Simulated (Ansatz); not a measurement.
Input (CCSDT(Q)/cc-pVTZ; Ansatz, a quantum-chemistry and plane-wave program):

Ansatz 0.2 input:
```yaml
crystal:
  periodic: [false, false, false]
  atoms:
    - {symbol: Ge, position_ang: [0.27472228, 0.11818575, 0.12298937]}
    - {symbol: N, position_ang: [-1.36120637, -0.59492769, -0.46952601]}
    - {symbol: H, position_ang: [1.44034587, -0.69326710, -0.47996022]}
    - {symbol: H, position_ang: [0.39015470, 1.58934957, -0.32760432]}
    - {symbol: H, position_ang: [0.28898750, 0.02259956, 1.65340498]}
    - {symbol: H, position_ang: [-1.38215655, -0.53613218, -1.49481807]}
basis:
  gaussian:
    orbitals: cc-pVTZ
magnetization: {spin_polarized: true, initial_magnetization: 1}
correlation: {method: ccsdt_q, electrons: outside_noble_gas}
```

Output:

```
Functional definition: HF
integrals: 0.58 GiB planned
1609 factors; integrals over basis functions are off by at most 2.7e-7 eV
mean field: 0.67 GiB planned
mean field evaluation 1: about -58015.9710 eV, gradient 1.9e1 eV
mean field evaluation 2: about -58015.9771 eV, gradient 1.9e1 eV
mean field evaluation 4: about -58018.7813 eV, gradient 2.8e0 eV
mean field evaluation 8: about -58018.8971 eV, gradient 1.9e-1 eV
mean field evaluation 16: about -58018.8798 eV, gradient 8.4e-1 eV
mean field evaluation 32: about -58017.5016 eV, gradient 2.8e-6 eV
mean field evaluation 64: about -58017.5015 eV, gradient 5.0e-2 eV
mean field -58018.89794144 eV, -2132.1551727265 hartree, gradient 2.4e-6 eV, S^2 0.760775; 4 other end points of the search recorded, 0 dependent functions left out
determinant -58018.89794144 eV, -2132.1551727265 hartree, with singles and doubles -58028.16558488 eV, -2132.4957523409 hartree
determinant -58017.50156469 eV, -2132.1038568274 hartree, with singles and doubles -58026.78993668 eV, -2132.4451982019 hartree
15 core orbitals not correlated
reference -58018.89794144 eV, -2132.1551727265 hartree; 7, 6 occupied and 107, 108 virtual orbitals, 1609 factors
second order -8.13954345 eV of doubles, -0.00000000 eV of singles
coupled cluster: 7.79 GiB planned
cycle   1  -8.78724434 eV  change   -6.5e-1 eV  update   7.9e-2
cycle   2  -9.26565982 eV  change   -4.8e-1 eV  update   3.4e-2
cycle   3  -9.45344430 eV  change   -1.9e-1 eV  update   1.9e-2
cycle   4  -9.42760013 eV  change    2.6e-2 eV  update   7.2e-3
cycle   5  -9.42793517 eV  change   -3.4e-4 eV  update   5.1e-3
cycle   6  -9.43560553 eV  change   -7.7e-3 eV  update   2.2e-3
cycle   7  -9.43631963 eV  change   -7.1e-4 eV  update   1.3e-3
cycle   8  -9.43527606 eV  change    1.0e-3 eV  update   5.2e-4
cycle   9  -9.43545613 eV  change   -1.8e-4 eV  update   2.6e-4
cycle  10  -9.43555003 eV  change   -9.4e-5 eV  update   1.2e-4
cycle  11  -9.43546649 eV  change    8.4e-5 eV  update   6.9e-5
cycle  12  -9.43553935 eV  change   -7.3e-5 eV  update   3.5e-5
cycle  13  -9.43553848 eV  change    8.8e-7 eV  update   1.7e-5
cycle  14  -9.43554590 eV  change   -7.4e-6 eV  update   9.4e-6
cycle  15  -9.43555279 eV  change   -6.9e-6 eV  update   4.4e-6
cycle  16  -9.43555484 eV  change   -2.0e-6 eV  update   2.5e-6
cycle  17  -9.43555537 eV  change   -5.3e-7 eV  update   1.6e-6
cycle  18  -9.43555564 eV  change   -2.7e-7 eV  update   9.0e-7
perturbative correction -0.01302088 eV, -0.0004785086 hartree
Total energy: -58028.34651796 eV, -2132.5024015092 hartree
```
